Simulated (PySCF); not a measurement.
A structure optimised at PBE0-D3(BJ)/def2-SVP, used in a PySCF frequency run:

```
Mo
O 1 1.6641
O 1 1.6657 2 109.14
Cl 1 2.2661 2 110.80 3 -121.20
S 1 2.3228 2 106.38 3 116.94
H 5 1.3552 1 93.17 2 -152.85
```
Charge 0, spin multiplicity 1.

### Question
Write its SMILES and formula.

### Answer
[O]=[Mo](=[O])([SH])[Cl], ClHMoO2S

### Question
What are its rotational constants (standard atomic weights)?

### Answer
2.7027, 1.6390, 1.3512 GHz
